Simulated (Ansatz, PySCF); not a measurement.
System: BPH₃, net charge 0, doublet state. SMILES: B[PH]
Geometry: optimised at B3LYP-D3(BJ)/def2-TZVP (Ansatz, a program for electronic structure).

Wanted: atomisation energy, in kcal/mol. Terms: six Cartesian d functions in 6-31G* and its kin unless marked 5d; dispersion terms only where a functional's name holds one; no spin-orbit coupling; valence correlation only; open shells spin-unrestricted; atomisation electronic, to ground-state atoms; non-relativistic. CBS(X,Y): correlation extrapolated as X^-3; Hartree-Fock from the larger set. Ab initio and DFT rows: single points at B3LYP-D3(BJ) geometries (Ansatz).

```
species       coefficient  E at M06-2X/6-31G* (5d) (PySCF), Eh  E at PBE/def2-TZVPD (Ansatz), Eh
------------  -----------  -----------------------------------  --------------------------------
B[PH] (BPH3)           -1                           -367.87061                        -367.74387
B atom                 +1                            -24.63917                         -24.61015
H atom                 +3                             -0.49667                          -0.49962
P atom                 +1                           -341.21183                        -341.10318
```

Coupled cluster (Ansatz) is a level with limits of its own, used here on species with T1 under 0.025 (0.045 for open shells) and stable references: CCSD(T)/CBS(cc-pV(T+d)Z,cc-pV(Q+d)Z). Value to compare with, CCSD(T)/CBS(cc-pV(T+d)Z,cc-pV(Q+d)Z) (Ansatz): 326.9 kcal/mol. 1 Eh = 627.5095 kcal/mol.

Problem. Work the quantity out at each level, and compare with CCSD(T)/CBS(cc-pV(T+d)Z,cc-pV(Q+d)Z) (Ansatz).

Solution. 
- M06-2X/6-31G* (5d): the sum of coefficient times E is 0.52960 Eh, or 332.33 kcal/mol. Result: 332.3 kcal/mol. Its difference against CCSD(T)/CBS(cc-pV(T+d)Z,cc-pV(Q+d)Z) (Ansatz) is 5.4 kcal/mol.
- PBE/def2-TZVPD: the sum of coefficient times E is 0.53168 Eh, or 333.63 kcal/mol. Result: 333.6 kcal/mol. Its difference against CCSD(T)/CBS(cc-pV(T+d)Z,cc-pV(Q+d)Z) (Ansatz) is 6.7 kcal/mol.
